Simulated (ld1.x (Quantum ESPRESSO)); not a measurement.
# Pseudopotential generation for Tm: TM, PBE, scalar-relativistic.

```json
{
 "Element": "Tm",
 "Generator": "ld1.x (Quantum ESPRESSO) 7.5",
 "Type": "norm-conserving Troullier–Martins (Kleinman–Bylander form)",
 "Functional": "PBE",
 "Relativity": "scalar-relativistic",
 "Frozen core": "[Kr] 4d10",
 "Valence charge": "23",
 "Reference configuration": "4f12 5s2 5p6 5d1 6s2 6p0",
 "Partial waves": "5p (bound): rc 1.55 bohr; 5d (bound): rc 3.20 bohr; 4f (bound): rc 1.05 bohr; 5s (bound): rc 1.55 bohr",
 "Local potential": "the s channel",
 "Core correction": "Bessel-smoothed model core inside 0.55 bohr"
}
```

Occupied shells without a wave of their own: 6s. They enter only through the test configuration that unscreens the potential, and ld1.x also counts them in the model core charge.

All-electron outer shells of the reference configuration (PBE, scalar-relativistic, ld1.x):

```json
{"shell": "4p", "level (eV)": "-333.90", "outermost node (bohr)": "0.26", "outermost maximum (bohr)": "0.49"}
{"shell": "4d", "level (eV)": "-178.99", "outermost node (bohr)": "0.24", "outermost maximum (bohr)": "0.50"}
{"shell": "5s", "level (eV)": "-57.66", "outermost node (bohr)": "0.59", "outermost maximum (bohr)": "1.08"}
{"shell": "5p", "level (eV)": "-30.39", "outermost node (bohr)": "0.63", "outermost maximum (bohr)": "1.24"}
{"shell": "4f", "level (eV)": "-9.57", "outermost node (bohr)": "–", "outermost maximum (bohr)": "0.49"}
{"shell": "6s", "level (eV)": "-4.49", "outermost node (bohr)": "1.46", "outermost maximum (bohr)": "3.17"}
{"shell": "5d", "level (eV)": "-1.97", "outermost node (bohr)": "0.71", "outermost maximum (bohr)": "1.87"}
{"shell": "6p", "level (eV)": "-1.34", "outermost node (bohr)": "1.78", "outermost maximum (bohr)": "4.39"}
```

(1) Estimate the cutoffs (Ry, on a coarse ladder) from which the occupation-weighted sum of valence levels, in a spherical-Bessel basis at the reference potential, stays within 10 and 1 mRy of its value at 400 Ry.

(2) Does the potential have ghost states?

(3) Which valence shell sets the plane-wave cutoff?

Answers

(1) over 300 Ry and over 300 Ry.

(2) No extra level below or beside the all-electron valence levels (p, d, f, s tested).

(3) 4f: its level needs over 300 Ry to come within 1 mRy, against 70 Ry for 5s.

Its largest configuration-test error is -639 meV (4f13 5s2 5p6 5d0 6s1 6p0). 3 of 7 tests not solved or not reliable. Not counted: 4f13 5s2 5p6 5d0 6s0 6p0 (solver errors, printed error -1.5 eV); 4f13 5s2 5p6 5d0 6s0 6p1 (solver errors, printed error -8.8 eV); 4f11 5s2 5p6 5d0 6s0 6p0 (solver errors, printed error -2.6 eV).

ld1.x takes every shell without a wave as core, so the model core holds the 6s electrons as well and exchange and correlation see them twice. This cancels in the reference configuration, but the file is broken for other ones, and its errors say nothing about a proper core correction.
